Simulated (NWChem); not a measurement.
Molecule: SnH$_{2}$I$_{2}$; SMILES [SnH2]([I])[I]

```xyz
5

Sn     0.0000     0.0000    -1.0443
I     -2.1935     0.0000     0.5120
I      2.1935     0.0000     0.5120
H      0.0000     1.4417    -1.9560
H      0.0000    -1.4417    -1.9560
```
Atoms are numbered in this order, from 1.

Level: PBE0/def2-SVP with def2 effective core potentials on Sn, I (NWChem), optimised geometry, unscaled harmonic frequencies. def2 effective core potentials on Sn, I; no spin-orbit coupling.

Problem. List the harmonic frequencies with IR intensities, and the thermochemistry.

Solution. 
```
frequency (cm⁻¹)  IR intensity (km/mol)
----------------  ---------------------
57                                  0.6
198                                 7.8
220                                36.5
373                                10.3
502                                 0.0
611                               239.8
681                               133.1
1948                               86.6
1965                              116.2
```

```json
{
 "zero_point_energy": "9.4 kcal/mol",
 "thermal correction to the enthalpy at 298.15 K (with zero-point energy)": "13.5 kcal/mol",
 "heat capacity Cv": "16.3 cal/(mol K)",
 "entropy at 298.15 K and 1 atm (symmetry number 2)": "84.5 cal/(mol K)"
}
```

Rigid rotor and harmonic oscillator; modes under 100 cm⁻¹ make the entropy uncertain.
